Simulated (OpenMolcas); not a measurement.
4s² 4p² along the 32-electron sequence

| Quantity | Value |
| --- | --- |
| Program | OpenMolcas 26.06 |
| Method | CASSCF |
| Basis | ANO-R2 |
| Scalar Hamiltonian | X2C, finite nucleus |
| Spin-orbit coupling | state interaction with AMFI integrals over the reference wave functions, term energies averaged over their components |

Active space for each ion: 4 electrons in 4 orbitals (4s 4p).

Computed levels in cm-1 above ³P₀:

```tsv
Level	Ge	As+	Se2+	Br3+	Kr4+
³P₁	490	927	1546	2334	3365
³P₂	1266	2279	3609	5193	7129
¹D₂	9523	12540	15552	18616	21982
¹S₀	17061	22225	27393	32424	37693
weight of ³P in the lowest level (%)	100	99	99	98	97
```

Measured, with the error of the calculation in %. Measured levels: Ge, As+ from NIST Handbook of Basic Atomic Spectroscopic Data; Se2+ from Moore, Atomic Energy Levels, vol. II, NSRDS-NBS 35 (1971 reprint of NBS Circular 467, 1952); Kr4+ from Saloman, J. Phys. Chem. Ref. Data 36, 215 (2007).

```csv
Level,Ge,As+,Se2+,Kr4+
³P₁,557 (-12.1),1063 (-12.8),1741 (-11.2),3743 (-10.1)
³P₂,1410 (-10.2),2541 (-10.3),3937 (-8.3),7595 (-6.1)
¹D₂,7125 (+33.7),10096 (+24.2),13032 (+19.3),19723 (+11.5)
¹S₀,16367 (+4.2),22599 (-1.7),,39204 (-3.9)
```

The fine-structure level ³P₂ changes by a factor of 5.63 from Ge to Kr4+. Its fourth root runs 5.96, 6.91, 7.75, 8.49, 9.19, with steps per unit of Z of 0.94, 0.84, 0.74, 0.70; equal steps would mean a (Z - σ)^4 law with constant σ.

¹D₂ changes by a factor of 2.31 over the same range, with steps per unit of Z of +3020, +3010, +3060, +3370 cm-1.

Without dynamic correlation excited terms often stand tens of per cent too high (terms of higher spin than the ground term too low), and those without a measured partner can miss by more than the paired ones (holds for Ge; As+). Computed and measured levels are paired by configuration, term and J; levels that our copy of the source lacks, or whose pairing is in doubt (as where it misses far off the trend of its configuration), stay unpaired and out of the deviations. Levels of configurations outside the active space are missing.
